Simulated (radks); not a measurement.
All-electron atom: Tl XXVI in [Kr] 4d10 4f10.

Method: Dirac Kohn-Sham, LB94 model potential, spin-unpolarised, spherical densities, finite nucleus; open shells fill j = l - 1/2 first; Fermi nuclear charge, rms radius 5.4759 fm; computed with a radial shooting solver on a logarithmic mesh with Libxc functionals.

Energy parts (eV):
part                   energy
kinetic             632538.73
electron-nucleus  -1334936.31
Hartree             167573.80
(The LB94 potential has no energy functional, so no total or exchange-correlation energy is given.)

Orbitals (lengths in bohr, moments of r in powers of bohr; r(max) is where P^2 peaks; r(90%) holds 90 % of the orbital's charge):
| orbital | occ. | eigenvalue (eV) | r(90%) | <r^4> | r(max) | small-component weight |
|---|---|---|---|---|---|---|
| 1s1/2 | 2 | -86470.33 | 0.0298 | 3.740e-07 | 0.01003 | 9.53e-02 |
| 2s1/2 | 2 | -16021.33 | 0.107 | 0.00005376 | 0.05830 | 2.19e-02 |
| 2p1/2 | 2 | -15428.14 | 0.0932 | 0.00003167 | 0.04269 | 2.21e-02 |
| 2p3/2 | 4 | -13345.91 | 0.105 | 0.00005047 | 0.05033 | 1.95e-02 |
| 3s1/2 | 2 | -4396.412 | 0.260 | 0.001930 | 0.1640 | 7.38e-03 |
| 3p1/2 | 2 | -4125.024 | 0.251 | 0.001670 | 0.1528 | 7.34e-03 |
| 3p3/2 | 4 | -3661.140 | 0.273 | 0.002342 | 0.1681 | 6.59e-03 |
| 3d3/2 | 4 | -3208.469 | 0.247 | 0.001537 | 0.1306 | 6.49e-03 |
| 3d5/2 | 6 | -3109.089 | 0.253 | 0.001700 | 0.1348 | 6.29e-03 |
| 4s1/2 | 2 | -1523.923 | 0.550 | 0.03979 | 0.3660 | 2.62e-03 |
| 4p1/2 | 2 | -1406.193 | 0.557 | 0.04122 | 0.3629 | 2.54e-03 |
| 4p3/2 | 4 | -1287.875 | 0.600 | 0.05563 | 0.3932 | 2.26e-03 |
| 4d3/2 | 4 | -1093.757 | 0.614 | 0.05969 | 0.3825 | 2.10e-03 |
| 4d5/2 | 6 | -1070.732 | 0.626 | 0.06486 | 0.3915 | 2.02e-03 |
| 4f5/2 | 6 | -821.0692 | 0.639 | 0.06810 | 0.3372 | 1.75e-03 |
| 4f7/2 | 4 | -815.3177 | 0.644 | 0.07057 | 0.3411 | 1.72e-03 |

The highest occupied level is 4f7/2 at -815.32 eV. The density falls to 0.001 e/bohr^3 at r = 1.31 bohr. The electron density at the nucleus is 2.521e+06 e/bohr^3.
